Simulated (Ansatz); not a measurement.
`[OH][Zr]([OH])([F])[F]` + HBr → `[OH][Zr]([F])([F])[Br]` + H₂O at 600 K and 1 bar (ligand exchange at a Zr–O bond).

Computed with Ansatz on PBE0-D4/def2-TZVP structures; ΔE is electronic, products minus reactants. CBS: MP2 limit from def2 TZ/QZ plus the TZ coupled-cluster correction, frozen cores. This one scheme is used for every species. Elements past krypton have def2 core potentials. For Br, Zr outer-core shells are correlated without core-valence functions, which leaves a few kJ/mol of doubt a bond. Scalar relativity is left out up to krypton. Each species was taken in one conformer, which may not be the lowest.

```
                 species  CCSD(T)/CBS energy (Eh)  H − E (kJ/mol)  S (J/(mol·K))
`[OH][Zr]([OH])([F])[F]`               -398.42548           138.1          456.4
                     HBr              -2573.91920            33.5          219.1
`[OH][Zr]([F])([F])[Br]`              -2895.97895           102.8          459.6
                     H₂O                -76.37941            76.8          212.8
```

H − E and S are ideal-gas, rigid-rotor, harmonic terms from PBE0-D4/def2-TZVP, for one conformer and one mirror image of each species. 1 Eh = 2625.50 kJ/mol, R = 8.31446 J/(mol·K).

By hand: ΔE, ΔH, ΔS and ΔG.

ΔE = (-2895.97895) + (-76.37941) − (-398.42548) − (-2573.91920) = -0.01368 Eh = -35.9 kJ/mol. Δ(H − E) = 102.8 + 76.8 − 138.1 − 33.5 = 8.0, so ΔH = -27.9 kJ/mol. ΔS = 459.6 + 212.8 − 456.4 − 219.1 = -3.1 J/(mol·K). ΔG = -27.9 − 600 × (-3.1)/1000 = -26.0 kJ/mol.

By hand: the equilibrium constant, and the temperature at which ΔG would vanish if ΔH and ΔS stayed fixed.

log₁₀ K = −ΔG/(RT ln 10) = 2.3. ΔG = 0 at ΔH/ΔS = 9000 K, far beyond where these terms or the molecules hold.

The number of gas molecules stays the same, so ΔS is small and ΔH decides. A doubt of 5 kJ/mol in ΔE shifts log₁₀ K by 0.4 here. Other conformers and mirror images would add mixing entropy, several J/(mol·K) or more a flexible species. These are equilibria of isolated gas molecules and say nothing of rates. Largest T1 diagnostic: 0.017 (customary marks: 0.02 for closed shells, 0.045 for open ones).
